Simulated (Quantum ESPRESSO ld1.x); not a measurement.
All-electron atom: the argon ion Ar+ in [He] 2s2 2p4 3s2 3p5 3d2 (not the ground configuration). All-electron calculation, scalar-relativistic Kohn-Sham, PW91, spin-unpolarised, spherical densities, point nucleus. Program: ld1.x of Quantum ESPRESSO 7.5.

Normalised radial functions P(r) = r R(r), r in bohr:

r            3d
0.01255  0.0001
0.0166   0.0001
0.02179  0.0003
0.0286   0.0006
0.03754  0.0013
0.04967  0.0029
0.0652   0.0060
0.08557  0.0122
0.1123   0.0241
0.1486   0.0466
0.1951   0.0845
0.2561   0.1455
0.3361   0.2348
0.4447   0.3556
0.5837   0.4883
0.7662   0.6122
1.006    0.6931
1.331    0.7000
1.747    0.6317
2.292    0.5117
3.009    0.3692
3.981    0.2283
5.226    0.1196
6.859    0.0470
9.004    0.0118
11.91    0.0017
15.64    0.0001

3d: eigenvalue -7.831 eV, 0 radial nodes, <r> = 1.88 bohr, 90 % of the charge inside 3.30 bohr.
